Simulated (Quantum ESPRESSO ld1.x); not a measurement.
All-electron atom: Pm3+ in [Xe] 4f4 (the NIST ground configuration).

Method: Dirac Kohn-Sham, LDA (Slater exchange, VWN5 correlation), spin-unpolarised, spherical densities, point nucleus; open shells fill j = l - 1/2 first; computed with ld1.x of Quantum ESPRESSO 7.5.

Energy parts (hartree):
| part | energy |
|---|---|
| total | -10018.64 |
| kinetic | 10832.29 |
| electron-nucleus | -24456.66 |
| Hartree | 3827.33 |
| exchange-correlation | -221.60 |

Orbitals (lengths in bohr, moments of r in powers of bohr; <r^-3> diverges for s and p1/2):
orbital  occ.  eigenvalue (hartree)  <r^-3>      <r^2>  small-component weight
1s1/2       2              -1652.52       -  0.0007326                5.12e-02
2s1/2       2              -269.547       -    0.01151                1.12e-02
2p1/2       2              -255.408       -   0.008397                1.13e-02
2p3/2       4              -234.846    8402   0.009644                1.05e-02
3s1/2       2              -59.6724       -    0.07765                3.50e-03
3p1/2       2              -53.5998       -    0.07269                3.44e-03
3p3/2       4              -49.4680    1739    0.07999                3.23e-03
3d3/2       4              -38.8779   289.1    0.06457                3.11e-03
3d5/2       6              -37.9818   260.0    0.06662                3.05e-03
4s1/2       2              -12.7627       -     0.3963                1.10e-03
4p1/2       2              -10.4512       -     0.4196                1.03e-03
4p3/2       4              -9.53948   384.4     0.4599                9.60e-04
4d3/2       4              -5.72881   53.70     0.5361                8.05e-04
4d5/2       6              -5.56603   47.73     0.5520                7.86e-04
5s1/2       2              -2.55024       -      2.215                2.47e-04
5p1/2       2              -1.90290       -      2.743                2.01e-04
5p3/2       4              -1.76665   57.08      3.027                1.83e-04
4f5/2       4              -1.18117   6.273      1.117                4.46e-04
4f7/2       0              -1.16166   6.081      1.142                4.39e-04

The highest occupied level is 4f5/2 at -32.141 eV. For comparison, the ionisation energy in NIST's Atomic Spectra Database is 41.2 eV (semi-empirical). In exact Kohn-Sham theory the highest level is minus the ionisation energy, but local and semilocal functionals leave it too shallow, through self-interaction and a potential that decays too fast; potentials with the right tail come closer.

Beside tabulated values, note that spin-unpolarised runs miss the spin-polarisation part of the exchange energy of open shells.
